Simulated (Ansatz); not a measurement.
Start from `C=CS[Si](F)(F)F` and change one atom or group to get `F[Si](F)(F)[SnH3]`.

Ansatz, PBE0-D4/def2-TZVP geometries, multiplicity 1. Each molecule was computed in one conformer, which needn't be the lowest.

Elements past krypton have def2 core potentials.

```tsv
property	`C=CS[Si](F)(F)F`
LUMO energy (PBE0/def2-TZVPP) / eV	-1.03
LUMO energy (PBE/def2-TZVPP) / eV	-2.02
HOMO energy (B3LYP/def2-TZVPP) / eV	-7.73
HOMO–LUMO gap (B3LYP/def2-TZVPP) / eV	6.50
size of the dipole moment (B3LYP/def2-TZVPP) / D	2.36
LUMO energy (ωB97M-V/def2-TZVPP) / eV	1.12
```

(1) What does the change do to each property? (An estimate is asked.)

## Answers

(1) Ansatz gave: 
```json
{"property": "LUMO energy (PBE0/def2-TZVPP) / eV", "`F[Si](F)(F)[SnH3]`": "-0.33", "shift": "0.70"}
{"property": "LUMO energy (PBE/def2-TZVPP) / eV", "`F[Si](F)(F)[SnH3]`": "-1.10", "shift": "0.92"}
{"property": "HOMO energy (B3LYP/def2-TZVPP) / eV", "`F[Si](F)(F)[SnH3]`": "-8.71", "shift": "-0.98"}
{"property": "HOMO–LUMO gap (B3LYP/def2-TZVPP) / eV", "`F[Si](F)(F)[SnH3]`": "8.18", "shift": "1.68"}
{"property": "size of the dipole moment (B3LYP/def2-TZVPP) / D", "`F[Si](F)(F)[SnH3]`": "2.05", "shift": "-0.31"}
{"property": "LUMO energy (ωB97M-V/def2-TZVPP) / eV", "`F[Si](F)(F)[SnH3]`": "1.35", "shift": "0.23"}
```

With PBE0 the HOMO falls by 0.91 eV and the LUMO rises by 0.70 eV, so the gap widens by about 1.61 eV. PBE moves the HOMO by -0.96 eV and ωB97M-V by -0.78 eV. Dipoles are sizes alone; their direction can turn.

B3LYP here is the variant with VWN-RPA as its local correlation; programs differ in this.
